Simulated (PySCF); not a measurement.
SiCl2I2, SMILES Cl[Si](Cl)(I)I. Atoms are numbered in the order given.

```xyz
5

Cl     0.0000     1.6590     1.8830
Si     0.0000     0.0000     0.6829
Cl     0.0000    -1.6590     1.8830
I     -1.9962     0.0000    -0.6942
I      1.9962     0.0000    -0.6942
```
Charge 0, spin multiplicity 1.

The structure is a stationary point at PBE0-D3(BJ)/def2-SVP. The def2 effective core potentials stand for the cores of I; spin–orbit coupling is left out.

The numbers are results of CAM-B3LYP/def2-TZVP (PySCF), not measurements.

Computed frontier levels, gap, dipole moment and polarisability:
The highest occupied level comes out as -9.14 eV. The lowest empty level comes out as -1.06 eV and the orbital gap is 8.07 eV. The dipole moment is 0.57 D and the quadrupole, principal values (traceless, Buckingham form, about the centre of nuclear charge) is -2.44, -0.87, 3.31 D·Å. The mean static polarisability comes out as 108.2 bohr³ (16.03 Å³). The polarisability, principal values comes out as 92.3, 105.0, 127.1 bohr³.
